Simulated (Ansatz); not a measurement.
Species: WF₃, net charge 0, quartet state. The spin state was set by rule; other spins were not relaxed. 
Coordinates optimised at B3LYP-D3(BJ)/def2-TZVP (Ansatz, an electronic-structure program):
```
W
F 1 1.8778
F 1 1.8778 2 120.00
F 1 1.8778 2 120.00 3 -180.00
```
Charge 0, spin multiplicity 4.

Wanted: atomisation energy (electronic, to ground-state atoms), in kJ/mol. Cores are frozen in the correlated levels unless marked. UHF or UKS for open shells. Spin-orbit coupling is left out. The frozen core is the preceding noble-gas configuration, with the filled d and f shells of earlier blocks. Past Kr the def2 sets carry scalar-relativistic core potentials. The coupled-cluster limit lacks core correlation, which all-electron functionals hold. Basis-set limits of correlation are two-point, X^-3; Hartree-Fock from the larger set. [CCSD(T)-MP2]/basis is that difference in the basis named.

| level | program | atomisation energy (kJ/mol) |
|---|---|---|
| HF/def2-QZVPPD | Ansatz | 1164.0 |

Question: Predict the RI-MP2/CBS(def2-TZVPP,def2-QZVPP)+[CCSD(T)-MP2]/def2-TZVPP result (Ansatz).

Answer: 1669.6 kJ/mol
